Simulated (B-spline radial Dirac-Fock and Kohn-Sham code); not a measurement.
**Tm²⁺: non-radiative channels of the 4p1/2 vacancy**

System: Tm²⁺ in the configuration [Xe] 4f13, inside a Watson sphere of charge -2 and radius 2.7 Å (a model of the Madelung potential; inside it an electron's potential energy is raised by 10.7 eV).

Model: a relativistic independent-particle model: LDA orbitals of the hole state, radiative multipoles to third order, Auger rates from the Coulomb interaction with a continuum orbital, Dirac-Fock energies. Program: a B-spline atomic structure program. Kinetic energies are configuration averages from the vacuum level; the two-hole energies are estimated from single-hole states.

```tsv
transition	kinetic energy (eV)	width (meV)	share (%)
N2-N3N6	14.33	974	8.0
N2-N3N7	16.04	765	6.3
N2-N4O1	110.4	522	4.3
N2-N5O1	118.8	81.5	0.7
N2-N4O2	138.1	362	3.0
N2-N4O3	144.3	619	5.1
N2-N5O2	146.4	329	2.7
N2-N5O3	152.8	71.3	0.6
N2-N4N6	162.7	2180	17.8
N2-N4N7	163.0	4580	37.4
N2-N5N6	170.1	564	4.6
N2-N5N7	172.3	148	1.2
N2-N6O1	296.2	48.1	0.4
N2-N6O2	323.9	184	1.5
N2-N7O2	325.2	296	2.4
N2-N6O3	330.1	51.1	0.4
N2-N6N6	348.1	42.0	0.3
N2-N6N7	349.5	292	2.4
```

Coster-Kronig rates are the weakest part of this model and often come out 1.5 to 2.5 times too large. Super-Coster-Kronig decay this fast strains the one-particle picture, and such widths tend to come out too large. The listed channels hold 99 % of the non-radiative rate. Summed by principal shells, of 12.2 eV in all: NNN 78.1 %, NNO 21.4 %, NOO 0.6 %.

Values without a named source are computed, but for edge energies of neutral atoms, which are taken from tables.
